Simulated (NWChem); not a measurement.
System: BSiH3F2; SMILES FB(F)[SiH3]

Input file for NWChem:

```
start job
memory heap 200 mb stack 900 mb global 1100 mb
geometry units angstroms noautoz
  B     -0.006469     0.577343     0.003469
  F     -1.114828     1.291887    -0.002932
  F      1.125943     1.255191    -0.003235
  Si    -0.010021    -1.458086     0.004479
  H      0.898382    -1.964497     1.078416
  H      0.505743    -1.946237    -1.312556
  H     -1.385704    -1.996163     0.219969
end
basis spherical
  B library 6-31+g*
  F library 6-31+g*
  Si library 6-31+g*
  H library 6-31+g*
end
dft
  xc xpbe96 cpbe96
  iterations 150
end
tddft
  nroots 6
  notriplet
end
task tddft energy
```

Parts of the log:

```
             Northwest Computational Chemistry Package (NWChem) 7.3.0
             --------------------------------------------------------

 C1  symmetry detected

                             Geometry "geometry" -> ""
                             -------------------------

 Output coordinates in angstroms (scale by  1.889725989 to convert to a.u.)

  No.       Tag          Charge          X              Y              Z
 ---- ---------------- ---------- -------------- -------------- --------------
    1 B                    5.0000    -0.00431535     0.59008218     0.00461374
    2 F                    9.0000    -1.11170381     1.30614123    -0.00028601
    3 F                    9.0000     1.12901542     1.26640850    -0.00027160
    4 Si                  14.0000    -0.01062588    -1.44533677     0.00077638
    5 H                    1.0000     0.89689253    -1.95553427     1.07366857
    6 H                    1.0000     0.50471829    -1.93104934    -1.31732407
    7 H                    1.0000    -1.38707640    -1.98205994     0.21473599

 Effective nuclear repulsion energy (a.u.)     144.6291575270

  pbe96 is a nonlocal functional; adding pw91lda local functional.

                                 NWChem DFT Module
                                 -----------------

 Summary of "ao basis" -> "ao basis" (spherical)
 ------------------------------------------------------------------------------
       Tag                 Description            Shells   Functions and Types
 ---------------- ------------------------------  ------  ---------------------
 B                          6-31+g*                  8       18   4s3p1d
 F                          6-31+g*                  8       18   4s3p1d
 Si                         6-31+g*                 10       22   5s4p1d
 H                          6-31+g*                  2        2   2s

            General Information
            -------------------
          SCF calculation type: DFT
          Wavefunction type:  closed shell.
          No. of atoms     :     7
          No. of electrons :    40
           Alpha electrons :    20
            Beta electrons :    20
          Charge           :     0
          Spin multiplicity:     1
          Use of symmetry is: off; symmetry adaption is: off
          Maximum number of iterations: 150
          AO basis - number of functions:    82
                     number of shells:    40
          Convergence on energy requested:  1.00D-06
          Convergence on density requested:  1.00D-05
          Convergence on gradient requested:  5.00D-04

              XC Information
              --------------
          PerdewBurkeErnzerhof Exchange Functional  1.000
            Perdew 1991 LDA Correlation Functional  1.000 local
           PerdewBurkeErnz. Correlation Functional  1.000 non-local

             Grid Information
             ----------------
          Grid used for XC integration:  medium
          Radial quadrature: Mura-Knowles
          Angular quadrature: Lebedev.
          Tag              B.-S. Rad. Rad. Pts. Rad. Cut. Ang. Pts.
          ---              ---------- --------- --------- ---------
          B                   0.85       49          12.0       434
          F                   0.50       49          12.0       434
          Si                  1.10       88          12.0       590
          H                   0.35       45          11.0       434
          Grid pruning is: on
          Number of quadrature shells:   370
          Spatial weights used:  Erf1

      Superposition of Atomic Density Guess
      -------------------------------------

 Sum of atomic energies:        -513.59888556

      Non-variational initial energy
      ------------------------------

 Total energy =    -514.614282
 1-e energy   =    -999.954593
 2-e energy   =     340.711154
 HOMO         =      -0.370561
 LUMO         =       0.016922

   convergence    iter        energy       DeltaE   RMS-Dens  Diis-err
 ---------------- ----- ----------------- --------- --------- ---------
 d= 0,ls=0.0,diis     1   -515.4344838405 -6.60D+02  1.88D-02  8.42D-01
 d= 0,ls=0.0,diis     2   -515.2497106361  1.85D-01  1.07D-02  3.23D+00
 d= 0,ls=0.0,diis     3   -515.5327717629 -2.83D-01  1.69D-03  1.92D-02
 d= 0,ls=0.0,diis     4   -515.5340284087 -1.26D-03  8.84D-04  3.51D-03
 d= 0,ls=0.0,diis     5   -515.5344993176 -4.71D-04  2.09D-04  1.06D-04
  Resetting Diis
 d= 0,ls=0.0,diis     6   -515.5345232176 -2.39D-05  2.79D-05  3.08D-06
 d= 0,ls=0.0,diis     7   -515.5345236271 -4.09D-07  1.91D-05  1.13D-06
 d= 0,ls=0.0,diis     8   -515.5345232811  3.46D-07  1.24D-05  5.34D-06
 d= 0,ls=0.0,diis     9   -515.5345237277 -4.47D-07  1.83D-06  1.70D-08

         Total DFT energy =     -515.534523727719
      One electron energy =    -1002.156222588887
           Coulomb energy =      388.612933252845
    Exchange-Corr. energy =      -46.620391918711
 Nuclear repulsion energy =      144.629157527033

 Numeric. integr. density =       39.999998393543

                       DFT Final Molecular Orbital Analysis
                       ------------------------------------

 Vector   18  Occ=2.000000D+00  E=-3.228837D-01
              MO Center=  4.0D-01, -1.7D+00, -2.2D-01, r^2= 2.3D+00
   Bfn.  Coefficient  Atom+Function         Bfn.  Coefficient  Atom+Function
  ----- ------------  ---------------      ----- ------------  ---------------
    63      0.421248  4 Si pz                80     -0.274126  6 H  s
    79     -0.259018  6 H  s                 78      0.225259  5 H  s
    77      0.213497  5 H  s                 59     -0.173972  4 Si pz
    67      0.071522  4 Si pz                41     -0.061102  3 F  pz
    75     -0.052791  4 Si d  1              82      0.051165  7 H  s

 Vector   19  Occ=2.000000D+00  E=-3.203193D-01
              MO Center= -4.1D-01, -1.7D+00,  2.2D-01, r^2= 2.4D+00
   Bfn.  Coefficient  Atom+Function         Bfn.  Coefficient  Atom+Function
  ----- ------------  ---------------      ----- ------------  ---------------
    61      0.418819  4 Si px                82     -0.293366  7 H  s
    81     -0.274777  7 H  s                 78      0.190735  5 H  s
    77      0.176744  5 H  s                 57     -0.172462  4 Si px
    80      0.101725  6 H  s                 79      0.093790  6 H  s
    40      0.085127  3 F  py                22     -0.075730  2 F  py

 Vector   20  Occ=2.000000D+00  E=-2.873739D-01
              MO Center=  1.3D-03, -3.6D-01, -3.2D-03, r^2= 2.8D+00
   Bfn.  Coefficient  Atom+Function         Bfn.  Coefficient  Atom+Function
  ----- ------------  ---------------      ----- ------------  ---------------
    62      0.411289  4 Si py                 6      0.327082  1 B  s
     4     -0.290241  1 B  py                22      0.247112  2 F  py
    40      0.245346  3 F  py                58     -0.165218  4 Si py
    26      0.155057  2 F  py                44      0.154756  3 F  py
    68     -0.152920  4 Si s                  2      0.137182  1 B  s

 Vector   21  Occ=0.000000D+00  E=-7.701453D-02
              MO Center=  3.8D-03,  1.2D-01,  1.2D-02, r^2= 3.0D+00
   Bfn.  Coefficient  Atom+Function         Bfn.  Coefficient  Atom+Function
  ----- ------------  ---------------      ----- ------------  ---------------
     5      0.484925  1 B  pz                 9      0.482657  1 B  pz
    67      0.413887  4 Si pz                80      0.393680  6 H  s
    78     -0.329503  5 H  s                 13      0.268057  1 B  pz
    23     -0.233698  2 F  pz                41     -0.225636  3 F  pz
    71     -0.220876  4 Si pz                27     -0.179187  2 F  pz

[...]

                                NWChem TDDFT Module
                                -------------------

            General Information
            -------------------
           No. of orbitals :     164
            Alpha orbitals :      82
             Beta orbitals :      82
        Alpha frozen cores :       0
         Beta frozen cores :       0
     Alpha frozen virtuals :       0
      Beta frozen virtuals :       0
         Spin multiplicity :       1
    Number of AO functions :      82
        Use of symmetry is : off
      Symmetry adaption is : off
         Schwarz screening :  0.10D-07

              XC Information
              --------------
   PerdewBurkeErnzerhof Exchange Functional   1.00
     Perdew 1991 LDA Correlation Functional   1.00 local
    PerdewBurkeErnz. Correlation Functional   1.00 non-local

             TDDFT Information
             -----------------
          Calculation type : TDDFT
         Wavefunction type : Restricted singlets
          No. of electrons :      40
           Alpha electrons :      20
            Beta electrons :      20
              No. of roots :       6
          Max subspacesize :    5200
            Max iterations :     100
               Target root :       1
           Target symmetry : none
      Symmetry restriction : off
                 Algorithm : Optimal
        Davidson threshold :  0.10D-03

    6 smallest eigenvalue differences (eV)
--------------------------------------------------------
  No. Spin  Occ  Vir  Irrep   E(Occ)    E(Vir)   E(Diff)
--------------------------------------------------------
    1    1   20   21 a        -0.287    -0.077     5.724
    2    1   19   21 a        -0.320    -0.077     6.621
    3    1   18   21 a        -0.323    -0.077     6.690
    4    1   20   22 a        -0.287    -0.020     7.271
    5    1   20   23 a        -0.287     0.001     7.843
    6    1   20   24 a        -0.287     0.006     7.973
--------------------------------------------------------

  Entering Davidson iterations
  Restricted singlet excited states

  Iter   NTrls   NConv    DeltaV     DeltaE      Time
  ----  ------  ------  ---------  ---------  ---------
    1      6       0     0.20E+00   0.10+100        2.8
    2     12       0     0.14E+00   0.12E-01        2.6
    3     24       0     0.52E-01   0.19E-01        3.6
    4     36       0     0.29E-01   0.23E-02        3.6
    5     48       0     0.24E-01   0.27E-02        3.6
    6     60       0     0.95E-02   0.19E-03        3.5
    7     72       0     0.43E-02   0.35E-04        4.3
    8     84       2     0.21E-02   0.65E-05        4.1
    9     92       4     0.11E-02   0.16E-05        3.0
   10     96       4     0.47E-03   0.40E-06        2.2
   11    100       4     0.25E-03   0.60E-07        2.2
   12    104       5     0.12E-03   0.16E-07        2.2
   13    106       6     0.67E-04   0.29E-08        1.9
  ----  ------  ------  ---------  ---------  ---------
  Convergence criterion met

  Ground state a        -515.534523727719 a.u.

  ----------------------------------------------------------------------------
  Root   1 singlet a              0.231776019 a.u.                6.3069 eV
  ----------------------------------------------------------------------------
     Transition Moments    X  0.00586   Y  0.00712   Z -0.44369
     Dipole Oscillator Strength                    0.0304311016
     Electric Quadrupole                           0.0000000076
     Magnetic Dipole                               0.0000005429
     Total Oscillator Strength                     0.0304316521

     Occ.   11  a   ---  Virt.   21  a    0.05980 X
     Occ.   18  a   ---  Virt.   21  a   -0.06474 X
     Occ.   18  a   ---  Virt.   24  a    0.05131 X
     Occ.   19  a   ---  Virt.   21  a    0.18307 X
     Occ.   20  a   ---  Virt.   21  a    0.97157 X
  ----------------------------------------------------------------------------
  Root   2 singlet a              0.248191814 a.u.                6.7536 eV
  ----------------------------------------------------------------------------
     Transition Moments    X  0.09512   Y -0.00920   Z  0.27579
     Dipole Oscillator Strength                    0.0140959834
     Electric Quadrupole                           0.0000001074
     Magnetic Dipole                               0.0000004051
     Total Oscillator Strength                     0.0140964959

     Occ.   18  a   ---  Virt.   22  a   -0.05058 X
     Occ.   18  a   ---  Virt.   23  a   -0.08389 X
     Occ.   19  a   ---  Virt.   21  a    0.97523 X
     Occ.   20  a   ---  Virt.   21  a   -0.16922 X
  ----------------------------------------------------------------------------
  Root   3 singlet a              0.260887283 a.u.                7.0991 eV
  ----------------------------------------------------------------------------
     Transition Moments    X -0.18831   Y  0.40243   Z  0.15758
     Dipole Oscillator Strength                    0.0386536592
     Electric Quadrupole                           0.0000001867
     Magnetic Dipole                               0.0000000323
     Total Oscillator Strength                     0.0386538783

     Occ.   18  a   ---  Virt.   21  a   -0.95204 X
     Occ.   18  a   ---  Virt.   28  a   -0.07835 X
     Occ.   18  a   ---  Virt.   30  a    0.06488 X
     Occ.   19  a   ---  Virt.   23  a    0.05810 X
     Occ.   20  a   ---  Virt.   21  a   -0.06198 X
     Occ.   20  a   ---  Virt.   22  a   -0.14473 X
     Occ.   20  a   ---  Virt.   23  a   -0.05851 X
     Occ.   20  a   ---  Virt.   24  a    0.19946 X
  ----------------------------------------------------------------------------
  Root   4 singlet a              0.270707772 a.u.                7.3663 eV
  ----------------------------------------------------------------------------
     Transition Moments    X  0.06587   Y -0.79358   Z -0.03409
     Dipole Oscillator Strength                    0.1146483385
     Electric Quadrupole                           0.0000000704
     Magnetic Dipole                               0.0000000035
     Total Oscillator Strength                     0.1146484124

     Occ.   18  a   ---  Virt.   21  a    0.13351 X
     Occ.   20  a   ---  Virt.   22  a   -0.98727 X
  ----------------------------------------------------------------------------
  Root   5 singlet a              0.298105394 a.u.                8.1119 eV
  ----------------------------------------------------------------------------
     Transition Moments    X  0.17541   Y  0.05983   Z -0.01083
     Dipole Oscillator Strength                    0.0068496976
     Electric Quadrupole                           0.0000001329
     Magnetic Dipole                               0.0000004798
     Total Oscillator Strength                     0.0068503102

     Occ.   16  a   ---  Virt.   21  a    0.14737 X
     Occ.   18  a   ---  Virt.   23  a   -0.05080 X
     Occ.   19  a   ---  Virt.   22  a   -0.24037 X
     Occ.   19  a   ---  Virt.   23  a    0.08180 X
     Occ.   19  a   ---  Virt.   24  a   -0.13041 X
     Occ.   20  a   ---  Virt.   23  a   -0.92574 X
     Occ.   20  a   ---  Virt.   27  a   -0.14555 X
     Occ.   20  a   ---  Virt.   34  a    0.05396 X
  ----------------------------------------------------------------------------
  Root   6 singlet a              0.300810823 a.u.                8.1855 eV
  ----------------------------------------------------------------------------
     Transition Moments    X -0.00196   Y  0.00221   Z  0.00593
     Dipole Oscillator Strength                    0.0000088090
     Electric Quadrupole                           0.0000000012
     Magnetic Dipole                               0.0000001800
     Total Oscillator Strength                     0.0000089902

     Occ.   17  a   ---  Virt.   21  a    0.99788 X

              Target root =      1
          Target symmetry = none
      Ground state energy =   -515.534523727719
        Excitation energy =      0.231776018834
     Excited state energy =   -515.302747708885

  stored tddft:energy   -515.30274770888479
```

Level: PBE/6-31+G* (spherical d), full TDDFT. Structure relaxed at the PBE0/def2-SVP level.
